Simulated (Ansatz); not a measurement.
```yaml
crystal:
  periodic: [false, false, false]
  atoms:
    - {symbol: Ga, position_ang: [1.890984, 3.163268, -1.482861]}
    - {symbol: H, position_ang: [5.343629, 3.152875, -1.287824]}
    - {symbol: H, position_ang: [0.133489, 6.141621, -1.474879]}
    - {symbol: C, position_ang: [-0.259527, -0.592555, -1.655819]}
    - {symbol: Si, position_ang: [-1.270372, -2.034871, 2.082344]}
    - {symbol: H, position_ang: [-2.307710, -0.298072, -2.923214]}
    - {symbol: H, position_ang: [1.107931, -2.264163, -2.761662]}
    - {symbol: H, position_ang: [1.434498, -2.508020, 3.904338]}
    - {symbol: H, position_ang: [-3.172998, 0.132825, 3.676054]}
    - {symbol: H, position_ang: [-2.899969, -4.892929, 1.923545]}
basis:
  gaussian: {orbitals: cc-pVDZ, fitting: {mean_field: def2-universal-jkfit}}
hamiltonian: {xc: {name: B97}}
accuracy: high
```

```sh
$ ansatz run in.yaml --threads 4 --pin off --events-out ev --progress --plain --max-ram 3916MiB
```

Shortened log:

```
Functional definition: B97
595 factors; integrals over basis functions are off by at most 6.6e-1 eV
mean field evaluation 1: about -61352.3915 eV, gradient 4.1e1 eV
mean field evaluation 2: about -61236.6349 eV, gradient 1.5e2 eV
mean field evaluation 4: about -61254.7575 eV, gradient 1.1e2 eV
mean field evaluation 8: about -61368.6595 eV, gradient 9.1e-1 eV
mean field evaluation 16: about -61368.6785 eV, gradient 3.2e-8 eV
mean field evaluation 32: about -61368.6362 eV, gradient 1.2e0 eV
mean field evaluation 64: about -61368.4654 eV, gradient 9.8e-1 eV
mean field evaluation 96: about -61367.6812 eV, gradient 6.6e0 eV
mean field -61368.67852390 eV, -2255.2573385692 hartree, gradient 3.2e-8 eV, S^2 0.000000; 6 other end points of the search recorded, 0 dependent functions left out
reference -61368.67852835 eV, -2255.2573387324 hartree; 29, 29 occupied and 65, 65 virtual orbitals, 595 factors
Total energy: -61368.67852835 eV, -2255.2573387324 hartree
```

(1) Something in this input is off. What?

Results:

(1) The geometry is stretched to more than twice its size. The calculation finished and met its thresholds. The result belongs to that input, not to the species as meant.
